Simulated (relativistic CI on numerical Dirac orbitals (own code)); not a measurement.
# Re64+: sensitivity of the levels to the model

Base calculation: Dirac-Coulomb-Breit CI, orbitals from a KLI potential per configuration, QED by a radiative potential, unscaled Slater integrals.

Configurations in the expansion (outside the closed core [Ne]): 3s, 3p, 3d, 4s, 4p, 4d, 4f, 5s, 5p, 5d, 5f, 5g, 6s, 6p, 6d, 7s, 7p. Levels of other configurations are missing.

Variants: (1) non-relativistic limit. Shifts of the energy above 3s ²S1/2, in eV, for the lowest level and the first level of each name with at least 55 % of one term (blank where a level changes its place among those of its configuration and J or its character, or is not in the variant):

| Level | Base | Δ(1) |
| --- | --- | --- |
| 3s ²S1/2 | 0.00 | 0.00 |
| 3p ²P°1/2 | 163.22 | -29.93 |
| 3p ²P°3/2 | 561.60 | -428.30 |
| 3d ²D3/2 | 751.57 | -437.31 |
| 3d ²D5/2 | 841.92 | -527.66 |
| 4s ²S1/2 | 3360.03 | -312.55 |
| 4p ²P°1/2 | 3427.41 | -323.72 |
| 4p ²P°3/2 | 3590.54 | -486.85 |
| 4d ²D3/2 | 3662.61 | -489.46 |
| 4d ²D5/2 | 3701.66 | -528.51 |
| 4f ²F°5/2 | 3739.33 | -525.15 |
| 4f ²F°7/2 | 3756.50 | -542.32 |
| 5s ²S1/2 | 4854.57 | -428.40 |
| 5p ²P°1/2 | 4888.38 | -433.56 |
| 5p ²P°3/2 | 4970.40 | -515.59 |
| 5d ²D3/2 | 5005.66 | -516.66 |
| 5d ²D5/2 | 5025.79 | -536.79 |
| 5f ²F°5/2 | 5044.46 | -535.44 |
| 5f ²F°7/2 | 5053.29 | -544.27 |
| 5g ²G7/2 | 5055.87 | -543.73 |
| 5g ²G9/2 | 5061.10 | -548.97 |
| 6s ²S1/2 | 5646.23 | -480.67 |

At this charge energies of transitions that change n are usually good to better than 1 %, and those within a shell (Δn = 0) to a few per cent.

Ionisation energy from the two ground configurations alone: base 7365.69 eV. The NIST ASD value (theoretical) is 7366 eV.
